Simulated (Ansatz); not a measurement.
Reaction (redistribution): `COB(N)O[SiH3]` + `O[SiH](F)[SiH2]S` → `NB(S)O[SiH3]` + `CO[SiH2][SiH](O)F`

Program: Ansatz. Geometries: PBE0-D4/def2-TZVP. ΔE: electronic, gas phase. CCSD(T)/CBS is the MP2 limit (def2-TZVPP, def2-QZVPP) plus CCSD(T) − MP2 in def2-TZVPP, frozen cores. DFT in def2-TZVPP. B3LYP here is the variant with VWN-RPA as its local correlation; programs differ in this. One conformer a species, not always the lowest.

| level | ΔE (kcal/mol) |
| --- | --- |
| r2SCAN-D4 | 10.6 |
| B3LYP | 8.9 |
| MP2/def2-TZVPP | 8.6 |
| SCS-MP2/def2-TZVPP | 8.0 |
| CCSD(T)/def2-TZVPP | 9.3 |
| HF/def2-QZVPP | 8.0 |
| SCS-MP2/def2-QZVPP | 8.1 |
| MP2/CBS(def2) | 8.8 |

What does CCSD(T)/CBS give? (Estimate.)

Ansatz gave: +9.4 kcal/mol. The listed levels differ from it by 1.2, -0.5, -0.8, -1.4, -0.1, -1.4, -1.3, -0.6 kcal/mol.

Largest T1 diagnostic among the species: 0.013.
